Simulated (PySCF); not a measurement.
Breaking a bond: SMILES BN (H4BN). The N1–B4 bond (N1 also carries H, H; B4 carries H, H) is varied alone, starting from the PBE0/def2-TZVP optimised geometry.

- RKS-BHandHLYP = PySCF with restricted BHandHLYP/cc-pVDZ
- RHF/cc-pVDZ (PySCF)
- UKS-M06-2X = unrestricted M06-2X/cc-pVDZ (PySCF)

Magnitude of the dipole moment (D; its direction can reverse along the curve, and a method can change to another solution) and Mulliken charge of the fragment that holds N1:

```
R / Å  μ RKS-BHandHLYP  q RKS-BHandHLYP  μ RHF  q RHF  μ UKS-M06-2X  q UKS-M06-2X
-----  ---------------  ---------------  -----  -----  ------------  ------------
1.12              2.84             0.45   2.85   0.41          2.85          0.46
1.19              2.65             0.38   2.62   0.32          2.68          0.39
1.23              2.54             0.33   2.48   0.27          2.57          0.34
1.31              2.30             0.25   2.19   0.18          2.34          0.26
1.33              2.24             0.23   2.12   0.16          2.28          0.24
1.38              2.08             0.18   1.92   0.11          2.13          0.19
1.42              1.94             0.14   1.76   0.07          2.00          0.16
1.48              1.73             0.09   1.52   0.01          1.79          0.10
1.54              1.52             0.04   1.26  -0.04          1.58          0.06
1.62              1.22            -0.02   0.91  -0.11          1.29          0.00
1.70              0.91            -0.07   0.55  -0.16          0.99         -0.05
1.88              0.21            -0.15   0.27  -0.24          0.30         -0.13
2.09              0.60            -0.20   1.21  -0.30          0.49         -0.19
2.26              1.22            -0.23   1.94  -0.32          1.11         -0.21
2.50              2.04            -0.25   2.88  -0.34          1.92         -0.24
2.74              2.74            -0.27   3.72  -0.35             —             —
3.03              3.41            -0.27   4.60  -0.37             —             —
3.35              3.94            -0.28   5.44  -0.38             —             —
3.76              4.43            -0.28   6.38  -0.39             —             —
4.11              4.80            -0.28   7.11  -0.40             —             —
4.83              5.53            -0.28   8.52  -0.41             —             —
```

A dash means that the run gave no value there, or that the column was ended at a point which the program doubted or which failed a test of continuity chosen for this set; such a test can also cut sound points.

At the longest distance RKS-BHandHLYP leaves fractional charges on the fragments, a sign of delocalisation error or of the restricted form. The restricted form behind RKS-BHandHLYP, RHF keeps the bonding electrons paired and can't separate into open-shell fragments. The unrestricted determinant behind UKS-M06-2X is spin-contaminated at 2.74 to 4.83 Å (<S²> up to 1.0, against 0.00 for a pure singlet).
